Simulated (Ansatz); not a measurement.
`CN[SiH](N)F`, 12 atoms. Total charge 0; spin multiplicity 1. All runs use 4 threads of a server CPU on a shared host. Correlated methods freeze the cores.

(1) How many basis functions does each run have, and how long does it take in Ansatz? RKS ωB97M-V/def2-SVP energy; RKS B97M-V/def2-TZVPP energy; RHF-CCSD(T)/def2-TZVPP energy; RKS PBE0-D4/def2-TZVP relaxation (8 steps); RKS ωB97M-V/def2-QZVPP energy; RKS CAM-B3LYP-D4/def2-TZVPP energy; RKS PBE0-D4/def2-SVP energy; direct RPA on PBE orbitals/def2-TZVPP energy; RKS r2SCAN0-D4/def2-TZVPP energy; RHF-MP2/def2-QZVPP energy; RKS PBE0-D4/def2-QZVPP energy; RKS PBE0-D4/def2-TZVPP energy. (Best estimate.)

Results:

(1) Ansatz gave: Other jobs shared the machine, so times are rough.

```tsv
level	job	functions	wall time	peak host memory (GiB)
RKS PBE0-D4/def2-SVP	energy	109	0.65 s	0.25
RKS PBE0-D4/def2-TZVPP	energy	264	1.6 s	0.65
RKS ωB97M-V/def2-SVP	energy	109	1.8 s	0.35
RKS CAM-B3LYP-D4/def2-TZVPP	energy	264	2 s	0.73
RKS r2SCAN0-D4/def2-TZVPP	energy	264	2.5 s	0.68
direct RPA on PBE orbitals/def2-TZVPP	energy	264	3.2 s	0.67
RKS B97M-V/def2-TZVPP	energy	264	3.9 s	0.44
RKS PBE0-D4/def2-QZVPP	energy	508	4.6 s	1.8
RKS ωB97M-V/def2-QZVPP	energy	508	9.5 s	2.2
RHF-MP2/def2-QZVPP	energy	508	14 s	3.3
RKS PBE0-D4/def2-TZVP	relaxation (8 steps)	203	16 s	0.52
RHF-CCSD(T)/def2-TZVPP	energy	264	45 s	7.2
```
